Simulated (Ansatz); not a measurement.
selenophene (C4H4Se), SMILES c1cc[se]c1.

Geometry: r2SCAN-D4/def2-SVP.

Two levels are set side by side: PBE/def2-SVPD (Ansatz, an electronic-structure program) and CAM-B3LYP/def2-SVPD (Ansatz). Energy differences of separate SCF runs at the same geometry; the states with an electron removed or added have multiplicity 2 and 2. Differences are taken from unrounded values.

```csv
quantity,PBE
vertical ionisation energy (eV),8.83
vertical singlet–triplet gap (eV),3.67
```

Q: These are the PBE values. What does CAM-B3LYP give? (An estimate is asked for; the answer gives what the named calculation found.)

A: 
```
quantity                           CAM-B3LYP  PBE minus CAM-B3LYP
---------------------------------  ---------  -------------------
vertical ionisation energy (eV)         8.88                -0.05
vertical singlet–triplet gap (eV)       3.59                 0.09
```
